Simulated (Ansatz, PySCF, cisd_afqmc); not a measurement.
Species: CH$_{2}$BrF, charge 0, singlet. CH2BrF (bromo(fluoro)methane, SMILES FCBr).
B3LYP-D3(BJ)/def2-TZVP minimum from Ansatz (an electronic-structure program):
```
C
F 1 1.3614
H 1 1.0858 2 109.64
H 1 1.0858 3 113.27 2 122.82
Br 1 1.9569 3 106.81 4 117.31
```
Charge 0, spin multiplicity 1.

Atomisation energy term by term, kcal/mol (programs: Ansatz, cisd_afqmc). Open shells are spin-unrestricted; no spin-orbit coupling. Correlated methods leave the cores frozen (noble-gas shells, and filled d and f shells in the p block). No relativity. AFQMC/CISD: phaseless, guided by CISD from CCSD amplitudes; bars are statistical, one sigma. Outlying blocks are dropped, and bars are widened where a walk drifts. Over all cases where full CI ran beside it in this data, AFQMC minus full CI had a median of +0.1 mEh and passed +0.4 mEh in a tenth of the cases. CBS(X,Y): correlation extrapolated as X^-3, Hartree-Fock from the larger set (Q,5: extrapolated as (X+1)exp(-9√X)). A bracket is a step between two methods taken in the basis named. Where a partner has so few electrons that a lower coupled-cluster level is exact, that level stands in. Spin-orbit terms, left out, reach several kcal/mol for Br and I, and more for heavier atoms.

| term | basis | kcal/mol |
|---|---|---|
| Hartree-Fock | CBS(cc-pVQZ,cc-pV5Z) | 271.90 |
| CCSD correlation | CBS(cc-pVQZ,cc-pV5Z) | 108.43 |
| (T) | CBS(cc-pVQZ,cc-pV5Z) | 8.45 |
| CCSDT(Q) - CCSD(T) | cc-pVDZ | 0.45 |
| minus zero-point energy | Hessian by PySCF at B3LYP-D3(BJ)/def2-TZVP | -19.01 |
| sum: D0 |  | 370.2 |

The step beyond CCSD(T) by other levels: AFQMC/CISD in cc-pVDZ 0.40 ± 0.33; AFQMC/CISD in cc-pVTZ 0.30 ± 0.26 kcal/mol.
